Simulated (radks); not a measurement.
Q: Mo2+, 40 electrons, occupied as [Ar] 3d10 4s1 4p6 4d5 (not the ground configuration). Calculated with a radial shooting solver on a logarithmic mesh with Libxc functionals: Dirac Kohn-Sham, BLYP, spin-unpolarised, spherical densities, point nucleus; open shells fill j = l - 1/2 first. Some entries of the table are withheld. Estimate them.

orbital,occ.,eigenvalue (eV),<r> (bohr)
1s1/2,2,-19840.53,0.03516
2s1/2,2,-2820.947,0.1534
2p1/2,2,-2597.305,(1)
2p3/2,4,-2490.660,(2)
3s1/2,2,-498.5704,0.4287
3p1/2,2,-413.4653,(3)
3p3/2,4,-395.8985,(4)
3d3/2,4,-245.3294,(5)
3d5/2,6,-242.0020,(6)
4s1/2,1,-84.8836,1.095
4p1/2,2,-60.3685,1.194
4p3/2,4,-57.7620,1.224
4d3/2,4,-22.1368,1.675
4d5/2,1,-21.8675,1.690
5s1/2,0,-18.2209,2.903
5p1/2,0,-13.2995,3.425
5p3/2,0,-13.0027,3.491

A: 
(1) 2p1/2 <r> (bohr): 0.1307
(2) 2p3/2 <r> (bohr): 0.1353
(3) 3p1/2 <r> (bohr): 0.4233
(4) 3p3/2 <r> (bohr): 0.4338
(5) 3d3/2 <r> (bohr): 0.4130
(6) 3d5/2 <r> (bohr): 0.4164
